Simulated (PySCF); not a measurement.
**TaHCl: from structure and modes to constants**

Computed with UPBE0/[Ta def2-TZVP with ECP60, H def2-TZVP, Cl def2-TZVP], scalar-relativistic core potentials, density fitting, no spin–orbit coupling, PySCF.

The quartet minimum has Cs symmetry. Masses (u): Ta 180.94800, H 1.00782, Cl 34.96885.

```xyz
3
charge 0 multiplicity 4, angstrom
Ta    0.1202   -0.0036   -0.3404
H    -0.7604    0.0227   -1.9110
Cl   -0.6134    0.0183    1.8209
```

Harmonic wavenumbers (cm⁻¹): 350.6 (a', ×1), 407.1 (a', ×1), 1793.4 (a', ×1).

Question: What is the harmonic zero-point energy?

Answer: Half the sum of all 3 wavenumbers, 2551/2 = 1276 cm⁻¹, which is 15.3 kJ/mol (1 cm⁻¹ = 0.0119627 kJ/mol).

Question: Find the vibrational entropy and heat capacity at 298.15 K.

Answer: With u = 1.43878 ω/T, each mode gives S = R[u/(eᵘ−1) − ln(1−e⁻ᵘ)] and C = R u² eᵘ/(eᵘ−1)².
```csv
ω (cm⁻¹),u,S (J/(mol K)),C (J/(mol K))
350.6,1.692,4.87,6.59
407.1,1.965,3.92,6.09
1793.4,8.654,0.01,0.11
```
The sums over all modes are S = 8.8 and C = 12.8 J/(mol K); the softest mode gives 55 % of the entropy.

Question: Give the standard entropy (298.15 K, 1 bar) by its translational, rotational, vibrational and spin parts, and Cp.

Answer: Sackur–Tetrode with M = 216.92 u gives 175.9; rotation with symmetry number 1 gives 92.9; vibration 8.8; spin R ln 4 = 11.5. The total is 289.2 J/(mol K), and Cp = 4 R + 12.8 = 46.0 J/(mol K).

This need not be the most stable arrangement of these atoms. Other spin states or occupations of the open shell can lie lower. No spin–orbit coupling is included, which matters more the heavier the element.
